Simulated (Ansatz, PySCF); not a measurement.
C2H4NO, SMILES `C[N+]C=O` (singlet; the order of the spin states depends on the level; C–N–C–O torsion 87°) (charge 1, multiplicity 1). This singlet lies 0.24 eV above the relaxed triplet at the level B3LYP-D3(BJ)/def2-TZVP (PySCF); other levels give the other order.

Cartesian coordinates (Å):
SMILES: C[N+]C=O
```xyz
8

C      1.0269     0.1108     0.1236
N     -0.1189    -0.3318    -0.5496
C     -1.3937    -0.1897    -0.1304
O     -1.5167     0.9186    -0.6293
H      1.5109    -0.8835     0.3124
H      1.7184     0.5971    -0.5705
H      0.8659     0.6342     1.0650
H     -2.0926    -0.8558     0.3789
```
Charge +1, spin multiplicity 1.

Frozen-core energies in cc-pVDZ from Ansatz (a program for electronic structure) at a geometry from B3LYP-D3(BJ)/def2-TZVP; the HF reference has <S^2> = 0.00 (restricted, and unstable towards unrestricted orbitals) and the T1 diagnostic is 0.040.

```tsv
level	energy (Ha)	difference from CCSDT(Q) (mHa)
HF	-206.95932	679.76
MP2	-207.57150	67.58
CCSD	-207.60261	36.48
CCSD(T)	-207.63403	5.05
CCSDT	-207.63496	4.12
CCSDT(Q)	-207.63908	0.00
```
